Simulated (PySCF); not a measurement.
Compound: C2H4N2Si.
Structure used (GFN2-xTB), in Å, numbered top down from 1:
```xyz
9
C2H4N2Si angstrom
N      3.4575    0.3512   -0.0273
C      2.3511    0.0544   -0.0472
C      0.9844   -0.3470   -0.0502
N      0.0936    0.3733   -0.5561
Si    -1.6134    0.2214   -0.7361
H      0.8157   -1.3248    0.4256
H     -2.0983    1.4018   -0.0299
H     -2.2045   -1.0050   -0.1883
H     -1.7726    0.2806   -2.1846
```

Jobs on this species (9 atoms, 44 electrons) with PySCF (density fitting). Hardware of each: Intel Xeon at 2.50 GHz, one thread, no GPU, shared host. Other jobs ran on the host; a repeat could differ by tens of per cent or more. Peak memory is the resident size of the whole Python process, interpreter and libraries included.

Problem. Rank these jobs by wall time, shortest first.
A. PBE0/def2-SVPD; 6 singlets by full TDDFT, 2 Tamm–Dancoff triplets, polarisability; 136 basis functions
B. HSE06/cc-pVTZ, fitting basis def2-qzvpp-jkfit; spin–spin couplings from 9 perturbed nuclei; 210 basis functions
C. B97-D/6-311G**, grid level 3; spin–spin couplings from 9 perturbed nuclei; 122 basis functions

Solution. A (24 s), C (43 s), B (91 s).

All jobs:

| level and settings | work | basis functions | SCF cycles | wall time | peak memory |
| --- | --- | --- | --- | --- | --- |
| PBE0/def2-SVPD | 6 singlets by full TDDFT, 2 Tamm–Dancoff triplets, polarisability | 136 | 14 | 24 s | 0.57 GiB |
| PBE0/pcSseg-1 | shieldings, charges and field gradients | 112 | 14 | 25 s | 0.49 GiB |
| wB97X-D/6-311+G(2d,p), fitting basis def2-universal-jkfit | 12 singlets by full TDDFT, polarisability | 167 | 11 | 38 s | 0.74 GiB |
| B97-D/6-311G**, grid level 3 | spin–spin couplings from 9 perturbed nuclei | 122 | 16 | 43 s | 0.52 GiB |
| HSE06/cc-pVTZ, fitting basis def2-qzvpp-jkfit | spin–spin couplings from 9 perturbed nuclei | 210 | 10 | 91 s | 0.89 GiB |

Problem. What do all jobs in the table cost together?

Solution. About 3.7 min; the longest takes about 41 % of that, and about 3.8 times as long as the shortest.
